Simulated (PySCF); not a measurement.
**Working out the excitation energy of Xe⁺**

Xe⁺ [Kr] 4d10 5s2 5p5 (2P) → Xe⁺ [Kr] 4d10 5s1 5p5 6s1 (4P). Calculation: PySCF 2.14, in aug-cc-pwCVDZ-PP with ECP28MDF (6s5p4d1f, 48 functions); a scalar-relativistic core potential. Frozen: 4s2 4p6 4d10. Energies in hartree (1 hartree = 27.21139 eV):

| part | Xe⁺ (lower) | Xe⁺ (upper) |
| --- | --- | --- |
| UHF | -327.866233 | -326.945248 |
| CCSD correlation | -0.103679 | -0.185113 |
| (T) | -0.001563 | -0.011942 |

What does Hartree-Fock give?

(-326.945248) − (-327.866233) = 0.920985 hartree = 25.061 eV.

What do CCSD and CCSD(T) give?

The CCSD correlation energies differ by -0.081434 hartree = -2.216 eV and the triples by -0.010379 hartree = -0.282 eV, so CCSD gives 22.845 eV and CCSD(T) 22.563 eV.

The upper state lies above the first ionisation limit, where it may autoionise and the basis confines it. A Rydberg-like electron needs more diffuse functions than a valence basis has.

A double-zeta basis recovers only part of the correlation energy.

The coupled-cluster amplitudes are large, so a single reference is strained.
